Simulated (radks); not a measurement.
Task: These are the eigenvalues of the occupied orbitals of an atom or ion with whole-number occupations (hartree). Method: non-relativistic Kohn-Sham, LDA (Slater exchange, Perdew-Wang correlation), spin-unpolarised, spherical densities, point nucleus; computed with a radial shooting solver on a logarithmic mesh with Libxc functionals.

| orbital | eigenvalue |
|---|---|
| 1s | -2574.255 |
| 2s | -452.7728 |
| 2p | -436.1028 |
| 3s | -128.4542 |
| 3p | -120.6716 |
| 3d | -106.1208 |
| 4s | -48.27188 |
| 4p | -44.89556 |
| 4d | -38.72531 |
| 4f | -30.65791 |

Which element is it, and in what charge state? The configuration may be excited.

Result: Z = 77, iridium, charge +26: Ir26+ in [Kr] 4d10 4f5. The list shows which subshells hold electrons but not how many an open one holds; the 1s level, -2574.3 hartree, gives Z - s = 71.8 by -(Z - s)^2/2, which with screening narrows Z to a few neighbours, and the depths of the outer levels then fix element, charge and occupations together.
